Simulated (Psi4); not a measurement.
Psi4 input (wB97X-D/6-31G*):

```
memory 1500 MB

molecule {
0 2
C    -1.15878554   -0.23099395   -0.04654759
Si    0.47520641    0.09472832    0.01908870
H    -2.20799381   -0.44014462   -0.08869354
H     1.49426260   -0.96659357    0.10401088
H     1.01355473    1.46650544   -0.00327365
symmetry c1
no_reorient
no_com
}

set {
  basis 6-31G*
  reference uks
  scf_type pk
  dft_radial_points 99
  dft_spherical_points 590
  e_convergence 1e-8
  d_convergence 1e-7
  maxiter 150
}

e = energy('wb97x-d')
print_out(f'\nFINAL {e:.10f} DIPOLE {variable("CURRENT DIPOLE")[0]:.6f} {variable("CURRENT DIPOLE")[1]:.6f} {variable("CURRENT DIPOLE")[2]:.6f}\n')
```

Output:

```
   => Loading Basis Set <=

    Name: 6-31G*
    Role: ORBITAL
    Keyword: BASIS
    atoms 1   entry C          line   111 file 6-31gs.gbs
    atoms 2   entry SI         line   268 file 6-31gs.gbs
    atoms 3-5 entry H          line    44 file 6-31gs.gbs

   => WB97X-D: Empirical Dispersion <=

    Chai and Head-Gordon Dispersion Correction
    Chai, J.-D.; Head-Gordon, M. (2010), J. Chem. Phys., 132: 6615-6620

        s6 =       1.000000

         ---------------------------------------------------------
                                   SCF
               by Justin Turney, Rob Parrish, Andy Simmonett
                          and Daniel G. A. Smith
                              UKS Reference
         ---------------------------------------------------------

  ==> Geometry <==

    Molecular point group: c1
    Full point group: C1

    Geometry (in Angstrom), charge = 0, multiplicity = 2:

       Center              X                  Y                   Z               Mass
    ------------   -----------------  -----------------  -----------------  -----------------
         C           -1.158785540000    -0.230993950000    -0.046547590000    12.000000000000
         SI           0.475206410000     0.094728320000     0.019088700000    27.976926534650
         H           -2.207993810000    -0.440144620000    -0.088693540000     1.007825032230
         H            1.494262600000    -0.966593570000     0.104010880000     1.007825032230
         H            1.013554730000     1.466505440000    -0.003273650000     1.007825032230

  Running in c1 symmetry.

  Rotational constants: A =      5.42850  B =      0.53052  C =      0.48329 [cm^-1]
  Rotational constants: A = 162742.44464  B =  15904.66757  C =  14488.70037 [MHz]
  Nuclear repulsion =   45.181863685032290

  Charge       = 0
  Multiplicity = 2
  Electrons    = 23
  Nalpha       = 12
  Nbeta        = 11

  ==> Algorithm <==

  SCF Algorithm Type is PK.
  DIIS enabled.
  MOM disabled.
  Fractional occupation disabled.
  Guess Type is SAD.
  Energy threshold   = 1.00e-08
  Density threshold  = 1.00e-07
  Integral threshold = 1.00e-12

  ==> Primary Basis <==

  Basis Set: 6-31G*
    Blend: 6-31G*
    Number of shells: 20
    Number of basis functions: 40
    Number of Cartesian functions: 40
    Spherical Harmonics?: false
    Max angular momentum: 2

  ==> DFT Potential <==

   => LibXC <=

    Version 7.1.2
    S. Lehtola, C. Steigemann, M. J. T. Oliveira, and M. A. L. Marques,  SoftwareX 7, 1–5 (2018) (10.1016/j.softx.2017.11.002)

   => Composite Functional: WB97X-D <=

    wB97X-D Hyb-GGA Exchange-Correlation Functional

    J.-D. Chai and M. Head-Gordon,  Phys. Chem. Chem. Phys. 10, 6615–6620 (2008) (10.1039/B810189B)

    Deriv               =              1
    GGA                 =           TRUE
    Meta                =          FALSE

    Exchange Hybrid     =           TRUE
    MP2 Hybrid          =          FALSE

   => Exchange-Correlation Functionals <=

    1.0000   wB97X-D range-separated functional

   => Exact (HF) Exchange <=

    0.7780            HF,LR [omega = 0.2000]
    0.2220               HF

   => LibXC Density Thresholds  <==

    XC_HYB_GGA_XC_WB97X_D:  1.00E-14

   => Molecular Quadrature <=

    Radial Scheme          =       TREUTLER
    Pruning Scheme         =           NONE
    Nuclear Scheme         =       TREUTLER

    Blocking Scheme        =         OCTREE
    BS radius alpha        =              1
    Pruning alpha          =              1
    Radial Points          =             99
    Spherical Points       =            590
    Total Points           =         279776
    Total Blocks           =           2090
    Max Points             =            256
    Max Functions          =             40
    Weights Tolerance      =       1.00E-15

  ==> Integral Setup <==

  Using in-core PK algorithm.
   Calculation information:
      Number of atoms:                   5
      Number of AO shells:              20
      Number of primitives:             54
      Number of atomic orbitals:        40
      Number of basis functions:        40

      Integral cutoff                 1.00e-12
      Number of threads:                 1

  Performing in-core PK
  Using 1009830 doubles for integral storage.
  We computed 21913 shell quartets total.
  Whereas there are 22155 unique shell quartets.

  Computing range-separated integrals for PK
  We computed 21913 wK shell quartets total.
  Whereas there are 22155 wK unique shell quartets.

  ==> DiskJK: Disk-Based J/K Matrices <==

    J tasked:                  Yes
    K tasked:                  Yes
    wK tasked:                 Yes
    Omega:               2.000E-01
    Schwarz Cutoff:          1E-12


  Cached 100.0% of DFT collocation blocks in 0.292 [GiB].

  Minimum eigenvalue in the overlap matrix is 9.3806094616E-03.
  Reciprocal condition number of the overlap matrix is 1.7201946422E-03.
    Using symmetric orthogonalization.

  ==> Pre-Iterations <==

  SCF Guess: Superposition of Atomic Densities via on-the-fly atomic UHF (no occupation information).

   -------------------------
    Irrep   Nso     Nmo
   -------------------------
     A         40      40
   -------------------------
    Total      40      40
   -------------------------

  ==> Iterations <==

                        Total Energy        Delta E     RMS |[F,P]|

   @UKS iter SAD:  -328.55169141660645   -3.28552e+02   0.00000e+00
   @UKS iter   1:  -329.09355505598012   -5.41864e-01   1.07990e-02 ADIIS/DIIS
   @UKS iter   2:  -329.07011899779326    2.34361e-02   1.17594e-02 ADIIS/DIIS
   @UKS iter   3:  -329.21344812288226   -1.43329e-01   9.45451e-04 ADIIS/DIIS
   @UKS iter   4:  -329.21524715554676   -1.79903e-03   3.96204e-04 ADIIS/DIIS
   @UKS iter   5:  -329.21574775190038   -5.00596e-04   1.52357e-04 ADIIS/DIIS
   @UKS iter   6:  -329.21594652790787   -1.98776e-04   9.64455e-05 DIIS
   @UKS iter   7:  -329.21607119011799   -1.24662e-04   6.73118e-05 DIIS
   @UKS iter   8:  -329.21617303186827   -1.01842e-04   2.62713e-05 DIIS
   @UKS iter   9:  -329.21618516826402   -1.21364e-05   5.91660e-06 DIIS
   @UKS iter  10:  -329.21618540460440   -2.36340e-07   9.41681e-07 DIIS
   @UKS iter  11:  -329.21618540826609   -3.66168e-09   2.06214e-07 DIIS
   @UKS iter  12:  -329.21618540842121   -1.55126e-10   5.27338e-08 DIIS
  Energy and wave function converged.

  ==> Post-Iterations <==

   Electrons on quadrature grid:
      Nalpha   =   11.9999999934 ; deviation = -6.649e-09
      Nbeta    =   10.9999999880 ; deviation = -1.204e-08
      Ntotal   =   22.9999999813 ; deviation = -1.869e-08

   @Spin Contamination Metric:   4.214496770E-02
   @S^2 Expected:                7.500000000E-01
   @S^2 Observed:                7.921449677E-01
   @S   Expected:                5.000000000E-01
   @S   Observed:                5.000000000E-01

    Orbital Energies [Eh]
    ---------------------

    Alpha Occupied:

       1A    -66.282044     2A    -10.319492     3A     -5.402645
       4A     -3.748021     5A     -3.745787     6A     -3.745431
       7A     -0.765405     8A     -0.611251     9A     -0.490660
      10A     -0.461739    11A     -0.323174    12A     -0.320741

    Alpha Virtual:

      13A      0.029482    14A      0.118989    15A      0.143181
      16A      0.212469    17A      0.223005    18A      0.263288
      19A      0.310575    20A      0.330830    21A      0.430383
      22A      0.665501    23A      0.666233    24A      0.679268
      25A      0.733984    26A      0.761052    27A      0.782161
      28A      0.795551    29A      0.936626    30A      1.018233
      31A      1.139631    32A      1.241257    33A      1.278064
      34A      1.772108    35A      1.777719    36A      1.930932
      37A      1.931766    38A      2.622282    39A      3.016794
      40A      4.190006

    Beta Occupied:

       1A    -66.282939     2A    -10.307070     3A     -5.403473
       4A     -3.750078     5A     -3.746329     6A     -3.746263
       7A     -0.718884     8A     -0.602951     9A     -0.475677
      10A     -0.449374    11A     -0.300672

    Beta Virtual:

      12A     -0.014382    13A      0.042089    14A      0.123620
      15A      0.142806    16A      0.217515    17A      0.247592
      18A      0.269763    19A      0.318884    20A      0.326527
      21A      0.435006    22A      0.657506    23A      0.689037
      24A      0.698830    25A      0.736442    26A      0.758539
      27A      0.802532    28A      0.829741    29A      0.948894
      30A      1.028121    31A      1.154552    32A      1.250208
      33A      1.288109    34A      1.860292    35A      1.866418
      36A      1.955764    37A      1.989675    38A      2.654821
      39A      3.015001    40A      4.246560

    Final Occupation by Irrep:
              A
    DOCC [    11 ]
    SOCC [     1 ]
    NA   [    12 ]
    NB   [    11 ]

  @UKS Final Energy:  -329.21618540842121

   => Energetics <=

    Nuclear Repulsion Energy =             45.1818636850322903
    One-Electron Energy =                -543.4347793370466206
    Two-Electron Energy =                 188.5521825766694519
    DFT Exchange-Correlation Energy =     -19.5147360238145602
    Empirical Dispersion Energy =          -0.0007163092617636
    VV10 Nonlocal Energy =                  0.0000000000000000
    Total Energy =                       -329.2161854084212109

  UHF NO Occupations:
  HONO-2 :   10  A 1.9985454
  HONO-1 :   11  A 1.9809097
  HONO-0 :   12  A 1.0000000
  LUNO+0 :   13  A 0.0190903
  LUNO+1 :   14  A 0.0014546
  LUNO+2 :   15  A 0.0003280
  LUNO+3 :   16  A 0.0002711

Computation Completed

Properties will be evaluated at   0.000000,   0.000000,   0.000000 [a0]

Properties computed using the SCF density matrix

 Multipole Moments:

 ------------------------------------------------------------------------------------
     Multipole            Electronic (a.u.)      Nuclear  (a.u.)        Total (a.u.)
 ------------------------------------------------------------------------------------

 L = 1.  Multiply by 2.5417464519 to convert [e a0] to [Debye]
 Dipole X            :          0.1726525            0.0000000            0.1726525
 Dipole Y            :          0.0344167            0.0000001            0.0344168
 Dipole Z            :          0.0069354           -0.0000001            0.0069353
 Magnitude           :                                                    0.1761860

 ------------------------------------------------------------------------------------

FINAL -329.2161854084 DIPOLE 0.172653 0.034417 0.006935

*** Psi4 exiting successfully. Buy a developer a beer!
```

The geometry given is a B3LYP-D3(BJ)/def2-TZVP minimum.
